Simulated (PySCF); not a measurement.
PySCF input:

```python
from pyscf import gto, scf, dft

mol = gto.M(
    atom='''
    Si   -0.10722830    0.12742570   -0.30237286
    C     0.99737433   -1.36241481   -0.18287289
    F     0.63891984    1.37106686    0.40134439
    N    -1.64666638   -0.25735816    0.39192493
    H    -0.38492569    0.53148123   -1.69833761
    H     0.54431443   -2.21228140   -0.69523714
    H     1.96347019   -1.14983861   -0.64471016
    H     1.16809987   -1.63990025    0.85857080
    H    -1.99762268    0.32297339    1.15459735
    ''',
    basis='def2-tzvpd',
    charge=0,
    spin=1,
    verbose=4,
)

mf = dft.UKS(mol, xc='m062x').density_fit(auxbasis='def2-universal-jkfit')
mf.grids.level = 4
mf.conv_tol = 1e-9
mf.max_cycle = 100
mf.max_memory = 1500
mf.kernel()
if not mf.converged:
    mf = mf.newton()
    mf.kernel(mf.make_rdm1())
for _ in range(2):
    mo, _, stable, _ = mf.stability(return_status=True)
    if stable:
        break
    mf.kernel(mf.make_rdm1(mo, mf.mo_occ))
mf.analyze()
```

**Question.** What final total energy does it print?

**Answer.** -485.22836 Eh (M06-2X/def2-TZVPD).

It need not be the lowest isomer of its formula.
